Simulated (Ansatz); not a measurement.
`C[B](F)[AlH2]` + H₂ → `CBF` + `[AlH3]` at 700 K and 1 bar (hydrogenolysis of a B–Al bond).

Isolated molecules relaxed with PBE0-D4/def2-TZVP in Ansatz; ΔE leaves out vibrations. CCSD(T)/CBS adds triple-zeta CCSD(T) − MP2 to the extrapolated MP2 energy (def2 sets, frozen cores). This one scheme is used for every species.

```json
{"species": "`C[B](F)[AlH2]`", "CCSD(T)/CBS energy (Eh)": "-407.68475", "H − E (kJ/mol)": "216.9", "S (J/(mol·K))": "450.1"}
{"species": "H₂", "CCSD(T)/CBS energy (Eh)": "-1.17544", "H − E (kJ/mol)": "46.8", "S (J/(mol·K))": "155.3"}
{"species": "`CBF`", "CCSD(T)/CBS energy (Eh)": "-165.10297", "H − E (kJ/mol)": "181.4", "S (J/(mol·K))": "343.0"}
{"species": "`[AlH3]`", "CCSD(T)/CBS energy (Eh)": "-243.78045", "H − E (kJ/mol)": "80.2", "S (J/(mol·K))": "251.4"}
```

H − E and S are ideal-gas, rigid-rotor, harmonic terms from PBE0-D4/def2-TZVP, for one conformer and one mirror image of each species. The MP2-based limit puts H₂ 0.8 mEh under its directly extrapolated value; such offsets cancel only in part. 1 Eh = 2625.50 kJ/mol, R = 8.31446 J/(mol·K).

Task: By hand: ΔE, ΔH, ΔS and ΔG.

Result: ΔE = (-165.10297) + (-243.78045) − (-407.68475) − (-1.17544) = -0.02323 Eh = -61.0 kJ/mol. Δ(H − E) = 181.4 + 80.2 − 216.9 − 46.8 = -2.1, so ΔH = -63.1 kJ/mol. ΔS = 343.0 + 251.4 − 450.1 − 155.3 = -11.0 J/(mol·K). ΔG = -63.1 − 700 × (-11.0)/1000 = -55.4 kJ/mol.

Task: By hand: the equilibrium constant, and the temperature at which ΔG would vanish if ΔH and ΔS stayed fixed.

Result: log₁₀ K = −ΔG/(RT ln 10) = 4.1. ΔG = 0 at ΔH/ΔS = 5736 K, far beyond where these terms or the molecules hold.

The number of gas molecules stays the same, so ΔS is small and ΔH decides. A doubt of 5 kJ/mol in ΔE shifts log₁₀ K by 0.4 here. Other conformers and mirror images would add mixing entropy, several J/(mol·K) or more a flexible species. Modes under 60 cm⁻¹, often nearly free rotors, make the harmonic entropy too high. These are equilibria of isolated gas molecules and say nothing of rates. Largest T1 diagnostic: 0.013 (customary marks: 0.02 for closed shells, 0.045 for open ones).
